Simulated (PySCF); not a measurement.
Ge(H)(Br)2(Me) (CH₄Br₂Ge), SMILES [CH3][GeH]([Br])[Br]. Heavy atoms are numbered as in [GeH:1]([CH3:2])([Br:3])[Br:4]. Hydrogens are named by the atom that carries them.

Geometry: B3LYP-D3(BJ)/def2-SVP.

Method: B3LYP/pcSseg-1 in PySCF.

GIAO shieldings, no solvent; atoms alike by connectivity are averaged. δ = σ(ref) − σ: ⁷³Ge against GeH4 (σ = 1631.8 ppm); ¹³C against TMS (σ = 181.3 ppm); ¹H against TMS (σ = 31.68 ppm), references at their B3LYP-D3(BJ)/def2-TZVP geometries, non-relativistic (without spin–orbit terms, shifts of atoms bonded to Cl or Br come out too high).

```json
[
 {"nucleus": "⁷³Ge", "atoms": "Ge1 (GeH)", "count": "1", "δ (ppm)": "487.3"},
 {"nucleus": "¹³C", "atoms": "C2 (CH3)", "count": "1", "δ (ppm)": "19.1"},
 {"nucleus": "¹H", "atoms": "H on Ge1", "count": "1", "δ (ppm)": "6.93"},
 {"nucleus": "¹H", "atoms": "H on C2", "count": "3", "δ (ppm)": "1.51"}
]
```
